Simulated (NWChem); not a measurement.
# CH4CdO; SMILES [CH3][Cd][OH]

```xyz
7

Cd     0.0025     0.0271     0.0000
C     -0.0235    -2.0613     0.0000
H      0.4819    -2.4485    -0.8965
H     -1.0589    -2.4323     0.0065
H      0.4928    -2.4487     0.8902
O     -0.0848     1.9973     0.0000
H      0.7828     2.4155     0.0003
```
Atoms are numbered in this order, from 1.

Program: NWChem. Coordinates come from a PBE0/def2-SVP optimisation. def2 effective core potentials on Cd; no spin-orbit coupling. Level PBE/def2-SVP: energy and gradient on several grids; changes count from the extra-fine grid, which is no exact limit either.

Task: Which is the coarsest grid (xcoarse; xfine; medium; coarse; fine) from which on the energy stays within 500 μHa and each gradient component within 500 μHa/bohr of xfine?

Result: medium.
| grid | size of the energy change (μHa) | largest change of a gradient component (μHa/bohr) | time, medium = 1 (rough) |
|---|---|---|---|
| xcoarse | 2000 | 20000 | about 1 |
| coarse | 70 | 2000 | about 1 |
| medium | < 10 | 100 | about 1 |
| fine | < 10 | < 30 | about 1 |
| xfine | < 10 | < 30 | 2 |
